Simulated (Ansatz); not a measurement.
Wavefunction ladder for CH$_{4}$ClFSSn, SMILES `C[S][SnH]([F])[Cl]`

```xyz
9

C     0.699   -1.082    0.984
S    -0.187    0.444    1.434
Sn   -0.776    1.181   -0.726
F    -1.863   -0.182   -1.519
Cl    1.094    1.148   -2.091
H     1.068   -1.495    1.922
H     0.029   -1.799    0.514
H     1.545   -0.866    0.332
H    -1.610    2.651   -0.849
```

The species carries charge 0 and has multiplicity 1. Correlated methods include outer-core shells of Sn, which these sets cover unevenly. Sn takes the def2 core potential. The geometry is a stationary point of PBE0-D4/def2-TZVP. It is one conformer, not always the lowest. Frozen core, restricted reference, Ansatz 0.2.0.

```json
{"basis": "def2-SVP", "HF (Eh)": "-1209.72002", "MP2 corr.": "-0.69953", "CCSD corr.": "?", "(T)": "-0.01854", "CCSD(T) total": "?"}
{"basis": "def2-TZVPP", "HF (Eh)": "-1210.20594", "MP2 corr.": "?", "CCSD corr.": "?", "(T)": "?", "CCSD(T) total": "?"}
{"basis": "def2-QZVPP", "HF (Eh)": "-1210.23987", "MP2 corr.": "-1.39653", "CCSD corr.": "–", "(T)": "–", "CCSD(T) total": "–"}
```

Task: Fill in the withheld values. (An estimate is asked.)

Result: The calculation gave: def2-SVP CCSD corr.: -0.74896; def2-SVP CCSD(T) total: -1210.48752; def2-TZVPP MP2 corr.: -1.11030; def2-TZVPP CCSD corr.: -1.14738; def2-TZVPP (T): -0.04310; def2-TZVPP CCSD(T) total: -1211.39642.
